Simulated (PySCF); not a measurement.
Ions at one geometry of TlSF

PySCF 2.14.0, RKS PBE0, Tl def2-SVP with ECP60, S def2-SVP, F def2-SVP; non-relativistic Hamiltonian with scalar-relativistic core potentials where named; density fitting; no spin-orbit coupling; singlets restricted, open shells unrestricted. The geometry is relaxed for charge 0, singlet, vacuum:

```xyz
3

Tl   -0.1190    0.0000    0.3844
S     2.1293    0.0000    0.4677
F    -2.1130    0.0000    0.3089
```

Energies count from the relaxed state; an electron taken off or put on is at rest in vacuum. Charges and spins are Mulliken's.

| state | energy (eV) | spin squared | charge on Tl1 (e) | spin on Tl1 (e) | dipole about the centre of mass (D) |
| --- | --- | --- | --- | --- | --- |
| charge 0, singlet, vacuum | 0.00 | 0.00 | 0.61 | 0.00 | 0.85 |
| charge +1, doublet, vacuum | 9.46 | 0.75 | 1.00 | 0.01 | 3.74 |

What does the state charge -1, doublet, vacuum give?

energy (eV) -0.99, spin squared 0.75, charge on Tl1 (e) 0.03, spin on Tl1 (e) 0.41, dipole about the centre of mass (D) 2.13.

With an electron taken off (doublet) the charges change, summed by element, by Tl +0.38 e, S +0.51 e, F +0.11 e. The vertical ionisation energy is 9.46 eV, against −ε(HOMO) = 7.27 eV of the relaxed state. The level lies 2.2 eV too high, as is usual for semilocal functionals and global hybrids, which keep a self-interaction error.

With an electron put on (doublet) the charges change, summed by element, by Tl -0.58 e, S -0.33 e, F -0.08 e. The vertical electron affinity is 0.99 eV, against −ε(LUMO) = 3.17 eV of the relaxed state. The basis has no diffuse functions, which an added electron needs. The added electron's level lies above zero.

Open shells may have lower solutions than those found.
